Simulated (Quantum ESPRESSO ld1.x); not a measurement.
Values are calculated unless marked as measured or tabulated.
Question: The aim is neutral chromium in [Ar] 3d5 4s1. This ld1.x (Quantum ESPRESSO 7.5) run was made with `OMP_NUM_THREADS=1 ld1.x < ld1.in > ld1.out`. Can the result be used? Name any fault.

```
 &input
    zed=0.0,
    iswitch=1,
    rel=2,
    dft='PBE',
    config='[Ar] 3d5 4s1',
    lsmall=.true.,
    prefix='ld1',
    max_out_wfc=37,
    file_charge='ld1.rho',
 /
```

Output (excerpt):

```
     Program LD1 v.7.5 starts

WARNING: Atom    not found

 %%%%%%%%%%%%%%%%%%%%%%%%%%%%%%%%%%%%%%%%%%%%%%%%%%%%%%%%%%%%%%%%%%%%%%%%%%%%%%
     Error in routine dirsol (1):
     no classical turning point found
 %%%%%%%%%%%%%%%%%%%%%%%%%%%%%%%%%%%%%%%%%%%%%%%%%%%%%%%%%%%%%%%%%%%%%%%%%%%%%%

     stopping ...
```

Answer: No (crashed). The line at issue: zed=0.0. The program stops in dirsol with "no classical turning point found": zed must lie above 0 and at most 103. The sound input gives -1050.549 hartree.
